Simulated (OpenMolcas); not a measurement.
## Tm3+ in a point-charge field

Tm3+ among 6 point charges of -2 e arranged as a trigonal prism (D3h), 2.88 Å from the ion, with a polar angle of 55.5° against the regular 49.1°.

```
Program             : OpenMolcas
Method              : CASSCF
Basis               : ANO-RCC-VTZP [8s7p5d3f2g1h]
Scalar Hamiltonian  : DKH2, point nucleus
Active space        : 12 electrons in 7 orbitals (4f)
State averaging     : 2S+1 = 3 even, 21 roots; 2S+1 = 1 even, 27 roots kept (CI in the orbitals of an earlier block)
Spin-orbit coupling : RASSI with atomic mean-field integrals over the reference wave functions
```

The lowest spin-free states (labels of D3, the rotations of D3h), above the lowest:

```csv
State,Degeneracy,E (cm-1),Free-ion L (%)
3E,2,0.0,H (100)
3A2,1,88.8,H (100)
3E,2,94.8,H (100)
3E,2,103.0,H (100)
3E,2,109.1,H (100)
2S+1 = 3,2,120.3,H (100)
3A2,1,8080,F (100)
3E,2,8090,F (100)
2S+1 = 3,4,8119,F (100)
1A1,1,9164,G (100)
1E,2,9166,G (100)
1E,2,9193,G (100)
1E,2,9251,G (100)
2S+1 = 1,2,9268,G (100)
1E,2,28304,D (100)
1A1,1,28364,D (100)
1E,2,28394,D (100)
1E,2,34272,I (100)
2S+1 = 1,2,34298,I (100)
1E,2,34301,I (100)
```

The lowest levels with spin-orbit coupling:

```csv
E (cm-1),Degeneracy,Label,2S+1,J,|mJ| (%),g
0.0,2,,3,6.00,6 (100),0.00 0.00 13.99
85.8,2,E,3,6.00,5 (100),0.00 0.00 11.65
92.9,1,A1,3,6.00,0 (100),
96.4,2,E,3,6.00,1 (100),0.00 0.00 2.33
105.2,2,E,3,6.00,2 (100),0.00 0.00 4.67
113.6,2,E,3,6.00,4 (100),0.00 0.00 9.32
114.2,2,,3,6.00,3 (100),0.00 0.00 7.00
6865,1,A1,3 (65 %),4.00,0 (100),
6880,2,E,3 (65 %),4.00,4 (100),0.00 0.00 8.85
6883,2,E,3 (65 %),4.00,1 (100),0.00 0.00 2.20
6920,2,E,3 (66 %),4.00,2 (100),0.00 0.00 4.42
6936,2,,3 (66 %),4.00,3 (100),0.00 0.00 6.65
8323,2,E,3,5.00,5 (100),0.00 0.00 10.34
8396,2,E,3,5.00,4 (100),0.00 0.00 8.26
8401,1,A2,3,5.00,0 (100),
8405,2,E,3,5.00,1 (100),0.00 0.00 2.09
8413,2,E,3,5.00,2 (100),0.00 0.00 4.16
8416,2,,3,5.00,3 (100),0.00 0.00 6.21
13356,2,E,3,4.00,4 (100),0.00 0.00 7.77
13395,1,A1,3,4.00,0 (100),
```

Powder χT (cm3 K/mol): 6.15 at 2 K, 6.29 at 10 K, 6.86 at 50 K, 7.07 at 100 K, 7.13 at 200 K, 7.14 at 300 K. The effective moment at 300 K is 2.828 √(χT) = 7.56 μB.

Hund's rules give f12 the level 3H6 with g = 1.167, so an isolated free-ion multiplet has χT = g² J(J+1) / 8 = 7.146 cm3 K/mol. The computed 7.139 at 300 K differs by 0 %, through the field's splitting, the mixing of terms and any other multiplet in reach.

Stevens parameters of the J = 6 multiplet, which is 114 cm-1 wide (cm-1, z along the main axis): B20 = -7.846e-01, B40 = -5.634e-03, B60 = -6.897e-06, B66 = -1.199e-07.

This is an electrostatic model: the charges have no orbitals. An unlabelled pair can be two single states that coincide in this model. A group larger than the point group allows holds several states that coincide in this model. The first state left out of the spin-orbit step lies near 84000 cm-1 above the lowest spin-free state of the reference (among the parities and spins computed), and the lists stop at four fifths of that energy or lower. No measured value stands beside these numbers.

With an even number of electrons the g values are those of a degenerate or nearly degenerate non-Kramers pair.
